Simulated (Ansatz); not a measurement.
`OP(O)[SeH]`, charge 0, multiplicity 1.

(1) Give a relaxed structure at PBE0-D4/def2-TZVP (Ansatz 0.2.0). (An estimate is asked.)

Results:

(1) Ansatz gave: 
Z-matrix (Å, degrees):
```
P
O 1 1.627
Se 1 2.307 2 103.3
O 1 1.628 2 92.8 3 -102.7
H 2 0.962 1 110.5 3 -92.5
H 3 1.471 1 93.1 2 -46.8
H 4 0.963 1 110.9 2 169.6
```
